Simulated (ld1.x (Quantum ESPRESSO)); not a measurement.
**How hard is this sulfur PAW potential?**

* Element: S (Z = 16)
* Generator: ld1.x (Quantum ESPRESSO) 7.5
* Type: PAW
* Functional: PBE
* Relativity: scalar-relativistic
* Frozen core: [Ne]
* Valence charge: 6
* Reference configuration: 3s2 3p4
* Partial waves: 3s (bound): rcut 1.15, rcutus 1.40 bohr; 3s channel at -0.3 Ry: rcut 1.15, rcutus 1.40 bohr; 3p (bound): rcut 1.15, rcutus 1.40 bohr; 3p channel at 0.95 Ry: rcut 1.15, rcutus 1.40 bohr
* Local potential: all-electron potential smoothed inside 1.10 bohr (lloc = -1)
* Core correction: Bessel-smoothed model core inside 1.70 bohr
* Augmentation charge: PSQ, inside the norm-conserving radii

The pseudo-atom Hamiltonian at the reference potential is diagonalised in spherical Bessel functions j_l(qr) that vanish at 20 bohr, with q² up to the cutoff. All-electron valence levels (Ry): 3s -1.2683, 3p -0.5151.

Question: How do the lowest levels (Ry) of each channel move with the cutoff, and are there ghosts?

Answer:

```tsv
cutoff (Ry)	s #1	p #1	p #2	d #1	f #1	f #2	Σ f·Δε (mRy)
8	-1.2356	-0.4928	0.0315	0.0707	0.1174	0.2497	156.4
12	-1.2543	-0.5129	0.0308	0.0706	0.1174	0.2497	38.2
18	-1.2668	-0.5152	0.0307	0.0705	0.1174	0.2497	4.5
30	-1.2682	-0.5152	0.0307	0.0705	0.1174	0.2497	1.5
40	-1.2685	-0.5152	0.0307	0.0705	0.1174	0.2497	0.7
50	-1.2685	-0.5153	0.0307	0.0705	0.1174	0.2497	0.3
400	-1.2686	-0.5154	0.0307	0.0705	0.1174	0.2497	0.0
```

Result: no extra level below or beside the all-electron valence levels (s, p, d, f tested); 10 mRy is reached at 18 Ry and 1 mRy at 40 Ry.
